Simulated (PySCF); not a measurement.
## Unknown compound

An unknown has the formula C8H7FO. Its calculated NMR data are:

1H NMR (300 MHz, computed): δ 8.43 (d, 1H), 7.80 (m, 1H), 7.73 (m, 1H), 7.55 (m, 1H), 2.66 (s, 3H).

13C{1H} NMR (computed): δ 199.4 (C), 172.6 (C), 142.1 (C), 135.9 (CH), 130.5 (CH), 126.2 (CH), 121.7 (CH), 28.6 (CH3).

Theory: NMR shieldings at PBE0/pcSseg-1/GIAO, coordinates at the GFN2-xTB level, in PySCF (gas phase, non-relativistic Hamiltonian, single conformer, equivalent nuclei averaged).

Scale: TMS for 1H, 13C (reference shieldings calculated alike).

Problem. Which candidate is it?
A. CC(=O)c1ccc(F)cc1
B. CC(=O)c1cccc(F)c1
C. C[C@H]1c2cc(O)cc(F)c21

Solution. B. 

The formula gives 5 degrees of unsaturation (1 ring in the answer). 8 carbon signals for 8 carbons: no two carbons are equivalent. Carbon types of the structure: 3 × C, 4 × CH, 1 × CH3, which accounts for all hydrogens. δC 199.4: ketone carbonyl carbon; the double bond to the heteroatom, with no lone-pair donor beside it, deshields it most. δC 172.6: aromatic carbon bearing fluorine; σ withdrawal by the attached heteroatom moves it downfield of the ring CH carbons. δC 142.1: substituted aromatic carbon. δC 135.9, 130.5, 126.2, 121.7: aromatic CH. δH 2.66: hydrogen on a methyl carbon α to a carbonyl; α to C=O.

The others: CC(=O)c1ccc(F)cc1 would give 6 carbon signals, not 8; C[C@H]1c2cc(O)cc(F)c21 would give 4 signals for carbon-bound and other non-exchanging H, not 5.

Splittings by 19F in the carbon and heteronuclear signals aren't shown, as no couplings were computed. Shifts are as computed. Against solution values, carbons near 30 ppm lie about +3 ppm off and those near 130 ppm about +5 ppm. Of 1211 compounds with measured shifts, 218 miss one by over three times the rms of a fit or turn the order of signals round; such compounds aren't used in these exercises. Multiplicities follow the n + 1 count of equivalent neighbours, as no J values were calculated; m marks all less simple cases, F and P coupling included.
